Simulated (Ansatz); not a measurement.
`CB[SiH](C)Cl` + H₂ → `CB[SiH2]C` + HCl  (hydrogenolysis of the Si–Cl bond)

Computed with Ansatz on PBE0-D4/def2-TZVP structures; ΔE is electronic, products minus reactants. CBS: MP2 limit from def2 TZ/QZ plus the TZ coupled-cluster correction, frozen cores. This one scheme is used for every species. DFT in def2-TZVPP. B3LYP here is the variant with VWN-RPA as its local correlation; programs differ in this. Each species was taken in one conformer, which may not be the lowest.

**Question.** Is it downhill or uphill in electronic energy at CCSD(T)/CBS, and by how much? (Best estimate.)

**Answer.** The calculation gave: Uphill: ΔE = +87.5 kJ/mol.

**Question.** What do these levels give: B3LYP-D4, B2PLYP, r2SCAN, PBE0, B3LYP, HF/def2-TZVPP, CCSD/def2-TZVPP, MP2/def2-QZVPP, SCS-MP2/def2-QZVPP, HF/CBS(def2), MP2/CBS(def2), CCSD/CBS(def2)? (Best estimate.)

**Answer.** The calculation gave: B3LYP-D4 87.3, B2PLYP 83.6, r2SCAN 90.2, PBE0 81.3, B3LYP 78.3, HF/def2-TZVPP 74.0, CCSD/def2-TZVPP 77.7, MP2/def2-QZVPP 96.0, SCS-MP2/def2-QZVPP 89.5, HF/CBS(def2) 74.1, MP2/CBS(def2) 98.7, CCSD/CBS(def2) 84.0 kJ/mol.

Largest T1 diagnostic among the species: 0.011.

The D4 term adds +9.0 kJ/mol with B3LYP and +4.9 kJ/mol with PBE0; it sums over pairs of atoms, weighted by their polarisabilities, and B3LYP, whose exchange is more repulsive, gets the larger term. In def2-TZVPP, CCSD(T) changes the Hartree–Fock value by +7.2 kJ/mol (the triples alone add +3.5 kJ/mol) and MP2 by +18.3 kJ/mol.
